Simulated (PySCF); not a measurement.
Basis and Hamiltonian dependence of the ionisation energy of Te

Te [Kr] 4d10 5s2 5p4 (3P) → Te⁺ [Kr] 4d10 5s2 5p3 (4S). All values are computed (PySCF 2.14, energy differences of UHF-based or UKS calculations, no spin-orbit coupling). Values in eV.

```json
{"basis": "def2-SVP with the def2 core potential (28 electrons)", "Hamiltonian": "ECP", "functions": "26", "UHF": "7.691", "LDA": "8.948", "PBE0": "8.682", "MP2 (valence)": "8.062", "CCSD(T) (valence)": "8.098", "CCSD(T) (valence and next inner shell)": "n/a"}
{"basis": "x2c-SVPall", "Hamiltonian": "spin-free X2C", "functions": "36", "UHF": "7.671", "LDA": "n/a", "PBE0": "n/a", "MP2 (valence)": "8.044", "CCSD(T) (valence)": "8.079", "CCSD(T) (valence and next inner shell)": "n/a"}
{"basis": "cc-pVTZ-PP with ECP28MDF", "Hamiltonian": "ECP", "functions": "39", "UHF": "7.746", "LDA": "n/a", "PBE0": "8.733", "MP2 (valence)": "8.342", "CCSD(T) (valence)": "8.492", "CCSD(T) (valence and next inner shell)": "n/a"}
{"basis": "def2-TZVP with the def2 core potential (28 electrons)", "Hamiltonian": "ECP", "functions": "50", "UHF": "7.727", "LDA": "8.988", "PBE0": "n/a", "MP2 (valence)": "8.317", "CCSD(T) (valence)": "8.465", "CCSD(T) (valence and next inner shell)": "n/a"}
{"basis": "aug-cc-pVTZ-PP with ECP28MDF", "Hamiltonian": "ECP", "functions": "55", "UHF": "7.734", "LDA": "8.989", "PBE0": "8.722", "MP2 (valence)": "8.357", "CCSD(T) (valence)": "8.515", "CCSD(T) (valence and next inner shell)": "n/a"}
{"basis": "aug-cc-pVTZ-PP with one added diffuse shell each of d, f type with ECP28MDF", "Hamiltonian": "ECP", "functions": "67", "UHF": "7.734", "LDA": "8.989", "PBE0": "8.722", "MP2 (valence)": "8.358", "CCSD(T) (valence)": "8.516", "CCSD(T) (valence and next inner shell)": "n/a"}
{"basis": "aug-cc-pVTZ-DK3", "Hamiltonian": "spin-free X2C", "functions": "68", "UHF": "7.726", "LDA": "9.004", "PBE0": "8.726", "MP2 (valence)": "8.351", "CCSD(T) (valence)": "8.509", "CCSD(T) (valence and next inner shell)": "n/a"}
{"basis": "def2-QZVPPD with the def2 core potential (28 electrons)", "Hamiltonian": "ECP", "functions": "91", "UHF": "7.734", "LDA": "9.003", "PBE0": "8.731", "MP2 (valence)": "8.446", "CCSD(T) (valence)": "8.616", "CCSD(T) (valence and next inner shell)": "n/a"}
{"basis": "aug-cc-pVQZ-PP with ECP28MDF", "Hamiltonian": "ECP", "functions": "92", "UHF": "7.733", "LDA": "9.001", "PBE0": "8.730", "MP2 (valence)": "8.458", "CCSD(T) (valence)": "8.625", "CCSD(T) (valence and next inner shell)": "n/a"}
{"basis": "aug-cc-pVQZ-DK3", "Hamiltonian": "spin-free X2C", "functions": "102", "UHF": "7.731", "LDA": "9.009", "PBE0": "8.732", "MP2 (valence)": "8.455", "CCSD(T) (valence)": "8.621", "CCSD(T) (valence and next inner shell)": "n/a"}
{"basis": "aug-cc-pwCVTZ-DK3", "Hamiltonian": "spin-free X2C", "functions": "109", "UHF": "7.735", "LDA": "9.017", "PBE0": "8.740", "MP2 (valence)": "8.377", "CCSD(T) (valence)": "8.537", "CCSD(T) (valence and next inner shell)": "8.613"}
{"basis": "x2c-QZVPPall", "Hamiltonian": "spin-free X2C", "functions": "112", "UHF": "7.732", "LDA": "9.015", "PBE0": "8.736", "MP2 (valence)": "8.440", "CCSD(T) (valence)": "8.609", "CCSD(T) (valence and next inner shell)": "n/a"}
{"basis": "aug-cc-pwCVTZ-DK3 with one added diffuse shell each of s, p, d, f type", "Hamiltonian": "spin-free X2C", "functions": "125", "UHF": "7.735", "LDA": "9.017", "PBE0": "8.740", "MP2 (valence)": "8.378", "CCSD(T) (valence)": "n/a", "CCSD(T) (valence and next inner shell)": "8.613"}
{"basis": "aug-cc-pwCVQZ-PP with ECP28MDF", "Hamiltonian": "ECP", "functions": "169", "UHF": "7.739", "LDA": "n/a", "PBE0": "n/a", "MP2 (valence)": "8.475", "CCSD(T) (valence)": "n/a", "CCSD(T) (valence and next inner shell)": "n/a"}
```

Extrapolation of CCSD(T) (valence) from aug-cc-pVTZ-PP with ECP28MDF and aug-cc-pVQZ-PP with ECP28MDF: the correlation parts are 0.782 and 0.893 eV; with the X⁻³ form and unrounded values, (4³ × 0.893 − 3³ × 0.782)/(4³ − 3³) = 0.974 eV, and adding the Hartree-Fock value 7.733 eV of the larger basis gives 8.706 eV.

Extrapolation of CCSD(T) (valence) from aug-cc-pVTZ-DK3 and aug-cc-pVQZ-DK3: the correlation parts are 0.782 and 0.890 eV; with the X⁻³ form and unrounded values, (4³ × 0.890 − 3³ × 0.782)/(4³ − 3³) = 0.969 eV, and adding the Hartree-Fock value 7.731 eV of the larger basis gives 8.700 eV.

Frozen in the all-electron rows: valence: [Kr] 4d10; valence and next inner shell: [Ar] 3d10; with a core potential, the same shells as far as they lie outside it.

Reference for a calculation without spin-orbit coupling: 8.749 eV (measured, between term centres; NIST).
